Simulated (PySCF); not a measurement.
A GIAO shielding run with PySCF (density fitting, non-relativistic, gas phase) on SMILES FC1=C(F)CC=C1, C₅H₄F₂:

```
$ OMP_NUM_THREADS=1 python probes_run.py task.json out

{"job": {"kind": "nmr", "xc": "PBE0", "basis": "6-311+G(2d,p)", "pop": true}, "charge": 0, "multiplicity": 1}
F      2.284847     1.183803    -0.362831
C      1.121299     0.583502    -0.175021
C      0.782705    -0.671349    -0.530273
F      1.533550    -1.573791    -1.140309
C     -0.627552    -0.933702    -0.132374
C     -1.046790     0.357653     0.505092
C     -0.016291     1.227009     0.472968
H     -0.702433    -1.782932     0.570712
H     -1.256036    -1.191158    -1.003899
H     -2.035458     0.532822     0.928068
H      0.006846     2.247485     0.857054
```

Hardware: 1 thread of an Arm Neoverse V1, shared host. The job also computes population analyses, field gradients, ring-centre shieldings.

Problem. How large is the calculation?

Solution. 52 electrons, 213 basis functions and 666 auxiliary functions.

Problem. How long does it take, and how much memory does it need?

Solution. 22 s of wall time, with 14 SCF cycles and 5 response iterations; peak memory 0.96 GiB. Times on a shared host scatter by some tens of per cent.

Problem. And these other runs on the same molecule and hardware: GIAO shielding at B97-2/pcSseg-1; GIAO shielding at BHandHLYP/pcSseg-1; GIAO shielding at BLYP/pcSseg-1; GIAO shielding at BP86/pcSseg-1; GIAO shielding at CAM-B3LYP/pcSseg-1; GIAO shielding at HF/pcSseg-1?

Solution. B97-2/pcSseg-1: 139 functions, 10 s; BHandHLYP/pcSseg-1: 139 functions, 9.7 s; BLYP/pcSseg-1: 139 functions, 16 s; BP86/pcSseg-1: 139 functions, 16 s; CAM-B3LYP/pcSseg-1: 139 functions, 14 s; HF/pcSseg-1: 139 functions, 5 s.
